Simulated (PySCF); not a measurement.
## NaPb and its ions

r²SCAN; PySCF, scalar-relativistic core potentials, basis sets Na def2-SVPD, Pb def2-SVPD with ECP60. Neutral (UKS): quartet (σ ↑, π ↑↑), Re = 2.966 Å, ωe = 168 cm⁻¹, De = 1.26 eV, HOMO -3.40 eV, LUMO -2.17 eV.

NaPb⁺ (UKS): triplet (σ ↑, π ↑), Re = 3.484 Å, ωe = 99.4 cm⁻¹. The energies at the minima are -355.15351 hartree for NaPb and -354.94401 for NaPb⁺.

**Question.** Work out the adiabatic ionisation energy, without and with harmonic zero-point energies (1 hartree = 27.2114 eV, 1 eV = 8065.5 cm⁻¹), and the change of the bond length.

**Answer.** At r²SCAN: 0.20950 hartree = 5.701 eV between the minima; the zero-point term (99.4 − 168.0)/2 cm⁻¹ = -0.004 eV makes it 5.697 eV. Re changes by +51.8 pm against the neutral. The electron leaves a π orbital, and the ion is left as a loose complex of an ion and an atom.

Spin–orbit coupling is left out, which matters for elements this heavy, above all for dissociation energies. States were picked by a PBE0 search and need not be the measured ground states.
